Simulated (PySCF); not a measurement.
SCF from a fresh guess for doublet NSe2, at the PBE0 minimum. PySCF input:

```python
from pyscf import gto, scf, dft
mol = gto.M(atom='''
N     -0.374700     0.000000     0.000000
Se     0.032830     1.642670     0.000000
Se     0.032830    -1.642670    -0.000000''',
    basis={'N': 'def2-TZVP', 'Se': 'def2-TZVP'},
    charge=0, spin=1)
mf = dft.UKS(mol, xc='PBE0')
mf.grids.atom_grid = (50, 194)
aux = {'N': 'def2-universal-JKFIT', 'Se': 'def2-universal-JKFIT'}
mf = mf.density_fit(auxbasis=aux)
mf.conv_tol = 1e-08
mf.diis_space = 10
mf.max_cycle = 60
mf.init_guess = 'minao'
mf.verbose = 4
mf.kernel()
```

Excerpt of the output (cycles alone):

```
init E= -4855.76812313348
cycle= 1 E= -4857.17109681432  delta_E= -1.4  |g|= 0.292  |ddm|= 1.57
cycle= 2 E= -4857.17483454775  delta_E= -0.00374  |g|= 0.237  |ddm|= 0.23
cycle= 3 E= -4857.18148178495  delta_E= -0.00665  |g|= 0.085  |ddm|= 0.138
cycle= 4 E= -4857.18473221075  delta_E= -0.00325  |g|= 0.0152  |ddm|= 0.0519
cycle= 5 E= -4857.18488119013  delta_E= -0.000149  |g|= 0.00358  |ddm|= 0.0166
cycle= 6 E= -4857.18489764508  delta_E= -1.65e-05  |g|= 0.00157  |ddm|= 0.00647
cycle= 7 E= -4857.18490273234  delta_E= -5.09e-06  |g|= 0.000587  |ddm|= 0.00353
cycle= 8 E= -4857.18490390616  delta_E= -1.17e-06  |g|= 0.000247  |ddm|= 0.00185
cycle= 9 E= -4857.184904102  delta_E= -1.96e-07  |g|= 0.000112  |ddm|= 0.000734
cycle= 10 E= -4857.18490413761  delta_E= -3.56e-08  |g|= 4.5e-05  |ddm|= 0.000323
cycle= 11 E= -4857.18490414225  delta_E= -4.64e-09  |g|= 6.25e-06  |ddm|= 0.000136
Extra cycle  E= -4857.18490414228  delta_E= -3.55e-11  |g|= 7.75e-06  |ddm|= 1.21e-05
converged SCF energy = -4857.18490414228  <S^2> = 0.75698191  2S+1 = 2.0069698
```

No lower solution of this spin was found by a stability analysis within the unrestricted form.

The search for the lowest solution, with the stability check, took 11 s on 4 threads of a shared Arm Neoverse N1 host, with 127 basis functions; the process peaked at 0.4 GiB.
